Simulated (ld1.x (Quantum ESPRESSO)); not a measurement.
# Configuration tests for tin (TM semilocal)

Sn (Z = 50), norm-conserving Troullier–Martins (semilocal form), made with ld1.x (Quantum ESPRESSO) 7.5 (LDA (PZ), scalar-relativistic). Core [Kr], reference 4d10 5s2 5p2. Waves: 5p (bound): rc 2.75 bohr; 4d (bound): rc 1.30 bohr; 5s (bound): rc 2.15 bohr. Local part: the s channel. Core correction: a·sin(br)/r model core inside 0.80 bohr.

Energies are relative to the spin-unpolarised reference configuration 4d10 5s2 5p2; without spin polarisation the order of configurations can differ from experiment. Spin-polarised rows fill each open shell by Hund’s rule, majority spin first.

Q: Give the all-electron excitation energy and the error of the potential for: 4d10 5s2 5p1; 4d10 5s2 5p0; 4d10 5s1 5p0; 4d9 5s2 5p3; 4d10 5s1 5p3; 4d10 5s0 5p4; 4d10 5s1 5p2; 4d10 5s2 5p2 (spin-polarised); 4d10 5s2 5p1 (spin-polarised).

A:

| valence configuration | charge | ΔE all-electron (eV) | error AE − PS (meV) |
| --- | --- | --- | --- |
| 4d10 5s2 5p1 | +1 | 7.098 | -1.1 |
| 4d10 5s2 5p0 | +2 | 21.362 | -8.9 |
| 4d10 5s1 5p0 | +3 | 52.813 | -28 |
| 4d9 5s2 5p3 | 0 | 24.348 | -193 |
| 4d10 5s1 5p3 | 0 | 7.075 | -0.1 |
| 4d10 5s0 5p4 | 0 | 14.400 | +1.1 |
| 4d10 5s1 5p2 | +1 | 14.833 | +2.0 |
| 4d10 5s2 5p2 (spin-polarised) | 0 | -0.475 | +1.2 |
| 4d10 5s2 5p1 (spin-polarised) | +1 | 6.945 | -1.0 |

Levels in the configuration 4d9 5s2 5p3:

```csv
level,all-electron (eV),pseudo (eV)
4d,-31.643,-31.994
5s,-12.732,-12.691
5p,-4.955,-4.917
```
